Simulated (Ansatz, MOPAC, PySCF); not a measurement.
Potential energy curve for SMILES F[SiH3]. The Si1–F5 bond (Si1 also carries H, H, H; F5 carries nothing else) is pulled apart rigidly from the PBE0/def2-TZVP optimised geometry.

Methods: PM7, restricted, heats of formation (MOPAC); UHF/3-21G = unrestricted Hartree-Fock/3-21G run with PySCF 2.14.0; RMP2 = MP2 on RHF/cc-pVTZ, frozen core run with Ansatz (a quantum-chemistry and plane-wave program).

Energies are in kcal/mol, each relative to the lowest point of its own curve near equilibrium.

| R / Å | PM7 | UHF/3-21G | RMP2 |
|---|---|---|---|
| 1.28 | 53.3 | 111.4 | 83.8 |
| 1.35 | 28.2 | 62.4 | 44.3 |
| 1.43 | 10.6 | 27.7 | 17.8 |
| 1.53 | 0.9 | 6.1 | 2.8 |
| 1.58 | 0.0 | 1.6 | 0.3 |
| 1.60 | 0.2 | 0.6 | 0.0 |
| 1.64 | 1.5 | 0.0 | 0.3 |
| 1.70 | 5.3 | 1.6 | 2.6 |
| 1.75 | 9.7 | 4.7 | 5.9 |
| 1.85 | 21.1 | 14.2 | 14.9 |
| 2.00 | 41.5 | 32.9 | 31.5 |
| 2.17 | 65.3 | 56.0 | 51.5 |
| 2.44 | 98.7 | 79.7 | 81.5 |
| 2.67 | 120.8 | 86.3 | 103.7 |
| 2.83 | 133.1 | 88.6 | 117.3 |
| 3.22 | 154.7 | 91.2 | 144.3 |
| 3.51 | 165.7 | 92.1 | 159.8 |
| 3.88 | 176.0 | 92.8 | 174.7 |
| 4.31 | 184.4 | 93.1 | 186.1 |
| 4.72 | 190.4 | 93.2 | 191.8 |
| 5.58 | 199.2 | 93.2 | — |

At the longest distance, 5.58 Å, PM7 lies highest above its minimum (199.2 kcal/mol) and UHF/3-21G lowest (93.2 kcal/mol).

Dashes: no converged value, or the column stops at the first point that the program doubted or that broke a chosen test of continuity, which isn't proof of a fault.

The restricted form behind PM7, RMP2 keeps the bonding electrons paired and can't separate into open-shell fragments. The unrestricted determinant behind UHF/3-21G is spin-contaminated at 2.44 to 5.58 Å (<S²> up to 1.0, against 0.00 for a pure singlet). The T1 diagnostic of CCSD on the restricted reference of RMP2 exceeds 0.045 at 2.83 to 5.58 Å.
